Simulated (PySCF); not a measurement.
# Diatomics of Br with group 13

PBE0 with double-zeta basis sets in PySCF, for the lowest determinant that a PBE0 search found; no spin–orbit coupling. De refers to high-spin ground-configuration atoms. A positive dipole means M(−)Br(+).

| M | basis | state (unpaired electrons) | Re (Å) | ωe (cm⁻¹) | De (eV) | μ (D) |
| --- | --- | --- | --- | --- | --- | --- |
| B | cc-pVDZ/cc-pVDZ-PP | singlet (closed shell) | 1.907 | 691 | 4.53 | 1.33 |
| Al | x2c-SVPall | singlet (closed shell) | 2.309 | 382 | 4.59 | -1.44 |
| Ga | x2c-SVPall | singlet (closed shell) | 2.364 | 272 | 4.38 | -2.29 |
| In | cc-pVDZ-PP | singlet (closed shell) | 2.586 | 218 | 4.10 | -3.66 |
| Tl | def2-SVP | singlet (closed shell) | 2.668 | 195 | 4.01 | -4.43 |

**Question.** By what factor does the bond length vary along the series?

**Answer.** At PBE0 it runs from 1.907 Å (BBr) to 2.668 Å (TlBr), a factor of 1.40.

The rows differ in basis set, which adds steps of its own.

Down a group the atoms grow and get heavier, so bonds lengthen and wavenumbers fall; this series shows no clear exception.

Spin–orbit coupling is left out, which matters for elements this heavy, above all for dissociation energies.
